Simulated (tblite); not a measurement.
A geometry optimisation, step by step.

Compound: C5H13BO2S2.
Atom-mapped SMILES: `[CH3:1][B:2]([CH2:3][S@:4]([CH3:5])=[O:6])[CH2:7][S@@:8]([CH3:9])=[O:10]` (hydrogens: H11, H12, H13 on C1; H14, H15 on C3; H16, H17, H18 on C5; H19, H20 on C7; H21, H22, H23 on C9)

Computed with GFN2-xTB (tblite), gas phase: L-BFGS steps from a force-field or distance-geometry start until the largest atomic force falls under 0.01 eV/Å. 8 of its 252 geometries are shown.

Step 0: E = -899.8327 eV, largest atomic force 5.681 eV/Å
```
atom  x, y, z in Å  |  force x, y, z in eV/Å
C1     -0.231   -2.207   -1.623   -0.979   0.204   0.664
B2     -0.298   -0.986   -0.586    0.942  -1.092   0.379
C3      0.936    0.022   -0.656    0.298  -0.131  -2.297
S4      1.554    0.463    0.946   -0.708  -1.990   4.122
C5      2.946    1.615    0.843    1.207   0.011  -1.868
O6      2.069   -0.837    1.607   -0.647   2.494  -1.674
C7     -1.229   -1.090    0.694    2.154  -1.748  -0.955
S8     -2.612    0.027    0.618   -5.129  -1.879   1.560
C9     -2.184    1.742    0.497    0.893   2.198  -0.987
O10    -3.620   -0.391   -0.465    2.512   0.968   0.897
H11    -1.195   -2.245   -2.191    0.939  -0.154   0.215
H12    -0.175   -3.166   -1.038    0.052   0.867  -0.746
H13     0.635   -2.095   -2.277   -0.431  -0.412  -0.128
H14     0.626    0.932   -1.201    0.230  -0.031   0.371
H15     1.746   -0.429   -1.275   -0.364   0.276   0.372
H16     2.719    2.385    0.066    0.114  -0.458   0.819
H17     3.814    1.022    0.479   -0.308   0.542   0.428
H18     3.138    2.054    1.824   -0.169  -0.232  -0.367
H19    -0.659   -1.007    1.647   -0.637   0.551  -0.634
H20    -1.619   -2.150    0.705   -0.284   1.240   0.097
H21    -1.976    2.180    1.516   -0.180  -0.797  -1.112
H22    -1.322    1.903   -0.173   -0.259   0.191   0.361
H23    -3.063    2.282    0.051    0.754  -0.618   0.480
```

Step 36: E = -901.6334 eV, largest atomic force 0.217 eV/Å
```
atom  x, y, z in Å  |  force x, y, z in eV/Å
C1     -0.326   -2.095   -1.606    0.024   0.047   0.060
B2     -0.213   -1.044   -0.444    0.018   0.045  -0.071
C3      0.923    0.063   -0.477   -0.012  -0.022   0.032
S4      1.456    0.549    1.238   -0.066  -0.008  -0.018
C5      2.894    1.565    0.670    0.029   0.002   0.058
O6      2.010   -0.658    1.853    0.062   0.065   0.004
C7     -1.233   -1.082    0.753    0.039   0.025  -0.035
S8     -2.823   -0.148    0.400    0.134  -0.149  -0.082
C9     -2.066    1.544    0.450   -0.051  -0.051  -0.011
O10    -3.177   -0.426   -0.994    0.035   0.135   0.107
H11    -1.325   -2.072   -2.050    0.077   0.033   0.086
H12    -0.199   -3.104   -1.208   -0.019   0.054  -0.109
H13     0.405   -1.946   -2.401   -0.094  -0.094   0.027
H14     0.604    1.006   -0.920   -0.056  -0.069  -0.052
H15     1.812   -0.260   -1.019   -0.032  -0.056   0.029
H16     2.542    2.333   -0.007   -0.021  -0.007  -0.021
H17     3.627    0.924    0.195    0.016  -0.035  -0.041
H18     3.333    2.027    1.546    0.056   0.024   0.072
H19    -0.850   -0.644    1.672   -0.081  -0.019   0.031
H20    -1.592   -2.088    0.973    0.018   0.026  -0.023
H21    -1.675    1.699    1.449   -0.045   0.030  -0.043
H22    -1.282    1.622   -0.289    0.001   0.016  -0.053
H23    -2.847    2.262    0.225   -0.031   0.007   0.052
```

Step 72: E = -901.6821 eV, largest atomic force 0.057 eV/Å
```
atom  x, y, z in Å  |  force x, y, z in eV/Å
C1     -0.409   -2.028   -1.627   -0.015  -0.021   0.003
B2     -0.161   -1.065   -0.419   -0.010  -0.025   0.032
C3      1.014   -0.005   -0.437   -0.006  -0.002  -0.051
S4      1.439    0.684    1.237    0.024  -0.041  -0.017
C5      2.933    1.614    0.670    0.025   0.024  -0.036
O6      1.955   -0.441    2.019   -0.039  -0.010   0.040
C7     -1.183   -1.121    0.769   -0.017   0.037   0.026
S8     -2.781   -0.235    0.350    0.001  -0.041   0.017
C9     -2.116    1.490    0.436    0.005  -0.024  -0.007
O10    -3.066   -0.482   -1.065   -0.014   0.023   0.016
H11    -1.394   -1.788   -2.038    0.010   0.038   0.007
H12    -0.487   -3.065   -1.303    0.011  -0.008  -0.037
H13     0.315   -1.979   -2.436    0.002   0.014   0.012
H14     0.767    0.863   -1.049   -0.028   0.015   0.004
H15     1.923   -0.440   -0.853    0.012   0.000   0.036
H16     2.619    2.421    0.019   -0.020   0.022  -0.028
H17     3.604    0.936    0.155    0.019  -0.005   0.004
H18     3.429    2.019    1.546   -0.030  -0.017   0.018
H19    -0.857   -0.665    1.700    0.010  -0.006   0.036
H20    -1.528   -2.132    0.988    0.027   0.023  -0.031
H21    -1.593    1.626    1.375   -0.004  -0.009  -0.034
H22    -1.460    1.657   -0.410   -0.002   0.025   0.015
H23    -2.967    2.163    0.384    0.039  -0.011  -0.027
```

Step 108: E = -901.7000 eV, largest atomic force 0.054 eV/Å
```
atom  x, y, z in Å  |  force x, y, z in eV/Å
C1     -0.483   -1.917   -1.679   -0.027  -0.005  -0.030
B2     -0.153   -1.083   -0.400   -0.033  -0.013   0.009
C3      1.040   -0.042   -0.408   -0.023  -0.023   0.000
S4      1.361    0.794    1.217    0.014  -0.001  -0.017
C5      2.909    1.642    0.662    0.017   0.008   0.011
O6      1.790   -0.254    2.148   -0.003   0.009  -0.007
C7     -1.133   -1.195    0.817    0.001   0.012  -0.001
S8     -2.733   -0.284    0.465    0.005  -0.038   0.028
C9     -2.025    1.423    0.380    0.000   0.007  -0.007
O10    -3.135   -0.606   -0.906    0.002   0.017  -0.001
H11    -1.431   -1.520   -2.059   -0.040   0.015   0.018
H12    -0.692   -2.964   -1.472    0.026  -0.022   0.015
H13     0.242   -1.867   -2.486    0.037   0.015  -0.003
H14     0.864    0.771   -1.115    0.034  -0.039  -0.016
H15     1.964   -0.542   -0.701   -0.007   0.039   0.000
H16     2.654    2.390   -0.082   -0.010  -0.025   0.010
H17     3.604    0.912    0.259   -0.008   0.016   0.017
H18     3.344    2.119    1.534    0.017   0.013   0.001
H19    -0.785   -0.780    1.760   -0.005  -0.002  -0.015
H20    -1.477   -2.214    0.998    0.000   0.040  -0.012
H21    -1.476    1.632    1.290    0.000  -0.026  -0.010
H22    -1.390    1.508   -0.492    0.013  -0.007   0.000
H23    -2.864    2.105    0.283   -0.011   0.013   0.008
```

Step 143: E = -901.7100 eV, largest atomic force 0.020 eV/Å
```
atom  x, y, z in Å  |  force x, y, z in eV/Å
C1     -0.555   -1.825   -1.741    0.000   0.001   0.004
B2     -0.160   -1.078   -0.425   -0.004   0.010   0.000
C3      1.093   -0.108   -0.398    0.004   0.006   0.005
S4      1.299    0.888    1.157    0.014  -0.005  -0.014
C5      2.902    1.669    0.665   -0.006  -0.009   0.006
O6      1.628   -0.070    2.218   -0.004   0.011  -0.001
C7     -1.103   -1.227    0.814    0.002  -0.003   0.000
S8     -2.712   -0.306    0.551    0.000  -0.004   0.007
C9     -1.988    1.385    0.371   -0.001   0.014   0.001
O10    -3.207   -0.656   -0.782   -0.011  -0.008  -0.014
H11    -1.565   -1.491   -2.003    0.003  -0.002  -0.004
H12    -0.649   -2.899   -1.597   -0.004  -0.013  -0.007
H13     0.095   -1.655   -2.595    0.004   0.004  -0.002
H14     1.081    0.612   -1.216    0.003   0.004   0.000
H15     2.002   -0.703   -0.500    0.002   0.003   0.000
H16     2.729    2.312   -0.190   -0.004   0.002  -0.005
H17     3.633    0.901    0.435    0.001  -0.015   0.001
H18     3.244    2.256    1.511    0.015   0.011  -0.001
H19    -0.721   -0.846    1.757   -0.011  -0.002   0.011
H20    -1.450   -2.249    0.970    0.006  -0.007   0.000
H21    -1.387    1.605    1.244   -0.006   0.001   0.001
H22    -1.398    1.431   -0.536    0.001  -0.003   0.008
H23    -2.819    2.081    0.300   -0.004   0.003   0.002
```

Step 179: E = -901.7228 eV, largest atomic force 0.333 eV/Å
```
atom  x, y, z in Å  |  force x, y, z in eV/Å
C1     -0.614   -1.632   -1.830   -0.001  -0.011  -0.004
B2     -0.144   -1.034   -0.462   -0.003   0.012  -0.002
C3      1.197   -0.193   -0.377    0.122  -0.034  -0.056
S4      1.244    1.179    0.883    0.047  -0.206   0.175
C5      3.025    1.619    0.609   -0.017  -0.014  -0.038
O6      1.185    0.528    2.204   -0.001   0.154  -0.295
C7     -1.042   -1.279    0.797   -0.013   0.023  -0.017
S8     -2.715   -0.441    0.645    0.006  -0.032   0.012
C9     -2.101    1.292    0.469    0.012  -0.004   0.004
O10    -3.272   -0.768   -0.671    0.038  -0.042   0.024
H11    -1.638   -1.297   -2.018   -0.010  -0.007   0.022
H12    -0.686   -2.718   -1.791   -0.010  -0.005  -0.011
H13    -0.005   -1.368   -2.690    0.019  -0.002  -0.010
H14     1.483    0.260   -1.331   -0.039  -0.016   0.171
H15     1.996   -0.883   -0.083   -0.113   0.114  -0.025
H16     3.116    2.059   -0.381    0.009  -0.070   0.106
H17     3.660    0.740    0.711   -0.104   0.123   0.002
H18     3.282    2.354    1.367    0.036  -0.048  -0.037
H19    -0.650   -0.914    1.744   -0.008   0.003  -0.035
H20    -1.320   -2.328    0.920   -0.010   0.050  -0.008
H21    -1.476    1.542    1.316    0.009  -0.023   0.005
H22    -1.557    1.378   -0.464    0.023   0.017   0.007
H23    -2.977    1.932    0.443    0.011   0.018   0.009
```

Step 215: E = -901.7523 eV, largest atomic force 0.043 eV/Å
```
atom  x, y, z in Å  |  force x, y, z in eV/Å
C1     -0.670   -1.498   -1.894   -0.002  -0.022  -0.035
B2     -0.123   -1.017   -0.511    0.015  -0.007   0.003
C3      1.269   -0.268   -0.389    0.001   0.016   0.009
S4      1.217    1.347    0.539   -0.013   0.008  -0.040
C5      3.051    1.567    0.621   -0.016   0.018  -0.017
O6      0.803    1.041    1.914    0.004  -0.027   0.023
C7     -0.968   -1.309    0.775   -0.010   0.001   0.001
S8     -2.672   -0.532    0.730   -0.012   0.000   0.026
C9     -2.120    1.218    0.557    0.015   0.009   0.000
O10    -3.284   -0.877   -0.558   -0.009   0.003  -0.015
H11    -1.718   -1.201   -1.996    0.011   0.011   0.007
H12    -0.699   -2.587   -1.942    0.008   0.003  -0.005
H13    -0.119   -1.146   -2.763   -0.009   0.001   0.010
H14     1.718   -0.014   -1.348   -0.005  -0.004   0.004
H15     1.964   -0.897    0.165   -0.012   0.003   0.015
H16     3.429    1.725   -0.383    0.005  -0.023   0.009
H17     3.509    0.700    1.083    0.005   0.021   0.002
H18     3.233    2.448    1.228    0.029  -0.003   0.009
H19    -0.543   -0.949    1.710   -0.003   0.005  -0.005
H20    -1.208   -2.366    0.890    0.005  -0.001  -0.001
H21    -1.450    1.446    1.377    0.005   0.004   0.006
H22    -1.623    1.347   -0.398   -0.020   0.001  -0.004
H23    -3.003    1.848    0.605    0.009  -0.017  -0.003
```

Step 251: E = -901.7558 eV, largest atomic force 0.008 eV/Å
```
atom  x, y, z in Å  |  force x, y, z in eV/Å
C1     -0.670   -1.432   -1.916   -0.003   0.000  -0.006
B2     -0.119   -1.012   -0.513   -0.001  -0.003  -0.001
C3      1.288   -0.302   -0.358    0.003  -0.004   0.000
S4      1.228    1.357    0.488    0.004  -0.001  -0.007
C5      3.064    1.563    0.598    0.000   0.001   0.000
O6      0.788    1.110    1.867   -0.001  -0.002   0.003
C7     -0.970   -1.324    0.767    0.003  -0.003   0.002
S8     -2.681   -0.563    0.745   -0.005   0.000   0.001
C9     -2.145    1.193    0.584    0.001   0.006  -0.001
O10    -3.301   -0.900   -0.542   -0.004   0.002  -0.003
H11    -1.724   -1.155   -2.001    0.005   0.000   0.004
H12    -0.668   -2.517   -2.020    0.000   0.000   0.004
H13    -0.130   -1.024   -2.767   -0.001   0.004   0.004
H14     1.786   -0.108   -1.306    0.002   0.001   0.006
H15     1.940   -0.912    0.267   -0.002   0.003   0.001
H16     3.483    1.550   -0.402    0.000   0.006   0.000
H17     3.480    0.769    1.208   -0.002  -0.002  -0.002
H18     3.254    2.522    1.069    0.000  -0.003  -0.002
H19    -0.545   -0.973    1.705    0.004   0.002  -0.001
H20    -1.196   -2.385    0.869    0.000  -0.001  -0.004
H21    -1.438    1.412    1.375   -0.004   0.000  -0.003
H22    -1.699    1.344   -0.392   -0.003  -0.007   0.001
H23    -3.030    1.813    0.686    0.002   0.001   0.002
```

**Question.** Summarise the path.

**Answer.** The energy falls by 1.9231 eV from step 0 to step 251; nine tenths of that is first reached at step 25. It rises by more than 0.2 meV at step 185. The largest force goes from 5.681 to 0.008 eV/Å. Among the bonds C7–S8 changes most, from 1.780 to 1.873 Å; the atoms move by 1.029 Å rms after alignment.

What follows is the cost of the whole relaxation. Hardware: Arm Neoverse N1, one thread, shared host with 64 logical CPUs at a one-minute load of 60. Cost: 4.6 s wall.
